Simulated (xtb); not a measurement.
Sn(H)(Me) (CH4Sn), SMILES [CH3][SnH] (connectivity only; charge and spin as stated), neutral, multiplicity 1. All values are semi-empirical tight-binding results from xtb (GFN2-xTB unless named), good for trends rather than for accurate numbers. Coordinates come from a GFN2-xTB optimisation.

Optimised geometry:

```xyz
6

Sn     0.0018     0.2536     0.2516
H     -0.2004     1.4844    -1.0815
C      0.0123    -1.4738    -1.1905
H      0.7996    -1.3564    -1.9353
H     -0.9333    -1.5327    -1.7303
H      0.1679    -2.4319    -0.6913
```

For metal compounds this method's bond lengths and energies can be far off.

Computed properties:
```
Property                                      Result
-------------------------------------  -------------
point group as xtb finds it                       Cs
orbital gap                                  2.88 eV
zero-point energy                      24.0 kcal/mol
G − E(el) at 298.15 K (modified RRHO)   7.0 kcal/mol
```

Computed atomic charges and the Wiberg bond orders between heavy atoms:
charges (e) Sn1 0.22, H2 -0.15, C3 -0.20, H4 0.05, H5 0.05, H6 0.03. Bond orders Sn1–C3 1.09.
